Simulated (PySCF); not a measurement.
C₂H₇BN₂O, SMILES C/C=N/B(N)O.

Geometry: PBE0-D3(BJ)/def2-SVP. The structure was generated by enumeration; whether it is a known compound was not checked. Other conformers were not sampled.

Computed with TDA-PBE/def2-SVPD (PySCF).

Vertical excitations. The molecule is in vacuum.

```json
[
 {"state": "S1", "energy (eV)": "4.37", "λ (nm)": "284", "f": "0.008", "main pairs": "HOMO→LUMO 99 %"},
 {"state": "S2", "energy (eV)": "4.90", "λ (nm)": "253", "f": "0.014", "main pairs": "HOMO−1→LUMO 98 %"},
 {"state": "S3", "energy (eV)": "5.36", "λ (nm)": "231", "f": "0.006", "main pairs": "HOMO→LUMO+1 99 %"},
 {"state": "S4", "energy (eV)": "6.03", "λ (nm)": "205", "f": "0.005", "main pairs": "HOMO−1→LUMO+1 99 %"},
 {"state": "S5", "energy (eV)": "6.16", "λ (nm)": "201", "f": "0.033", "main pairs": "HOMO→LUMO+2 98 %"},
 {"state": "S6", "energy (eV)": "6.38", "λ (nm)": "194", "f": "0.033", "main pairs": "HOMO→LUMO+3 96 %"},
 {"state": "S7", "energy (eV)": "6.80", "λ (nm)": "182", "f": "0.002", "main pairs": "HOMO−1→LUMO+2 80 %, HOMO−3→LUMO 18 %"},
 {"state": "S8", "energy (eV)": "6.85", "λ (nm)": "181", "f": "0.020", "main pairs": "HOMO−3→LUMO 52 %, HOMO→LUMO+4 33 %"},
 {"state": "S9", "energy (eV)": "6.85", "λ (nm)": "181", "f": "0.025", "main pairs": "HOMO→LUMO+4 52 %, HOMO−3→LUMO 27 %, HOMO−1→LUMO+2 12 %"},
 {"state": "S10", "energy (eV)": "7.01", "λ (nm)": "177", "f": "0.047", "main pairs": "HOMO−1→LUMO+3 72 %, HOMO−2→LUMO 12 %"},
 {"state": "T1", "energy (eV)": "3.74", "λ (nm)": "332", "f": "0", "main pairs": "HOMO→LUMO 99 %"},
 {"state": "T2", "energy (eV)": "4.65", "λ (nm)": "266", "f": "0", "main pairs": "HOMO−1→LUMO 95 %"},
 {"state": "T3", "energy (eV)": "5.07", "λ (nm)": "244", "f": "0", "main pairs": "HOMO−2→LUMO 90 %"},
 {"state": "T4", "energy (eV)": "5.24", "λ (nm)": "237", "f": "0", "main pairs": "HOMO→LUMO+1 99 %"}
]
```
Triplets are in the Tamm–Dancoff approximation.
